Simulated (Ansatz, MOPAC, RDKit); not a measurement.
Dimer: CH4O (SMILES CO) (first 6 atoms) with CH2O (SMILES C=O); geometry from B3LYP-D3(BJ)/def2-TZVP.
(charge 0, multiplicity 1):
| atom | x (Å) | y (Å) | z (Å) |
|---|---|---|---|
| C | 0.3107 | -0.5600 | 0.2502 |
| O | -0.3733 | 0.6218 | 0.6630 |
| H | 0.8571 | -0.4036 | -0.6845 |
| H | -0.4510 | -1.3199 | 0.0829 |
| H | 1.0027 | -0.9150 | 1.0196 |
| H | 0.2790 | 1.3190 | 0.7897 |
| C | -0.4571 | 0.2176 | 3.3571 |
| O | 0.6988 | 0.0207 | 3.6211 |
| H | -0.9094 | 1.2253 | 3.4062 |
| H | -1.1449 | -0.5983 | 3.0709 |

Counterpoise-corrected where a basis set is named; no monomer relaxation. RDKit's UFF carries no charges.

The state that AM1 reach isn't checked.

Run with Ansatz (Gaussian orbitals); MOPAC for AM1 (differences of heats of formation); RDKit for the force fields. Values without a source in brackets are computed.

**Question.** One of these levels gives -76.4 meV for the interaction energy. Which?
A) B3LYP/def2-TZVPPD
B) revPBE/def2-TZVPPD
C) AM1
D) UFF

**Answer.** A, B3LYP/def2-TZVPPD. The others give 67.1 (UFF), -49.4 (AM1), -27.6 (revPBE/def2-TZVPPD)

Ansatz is a first-principles code.
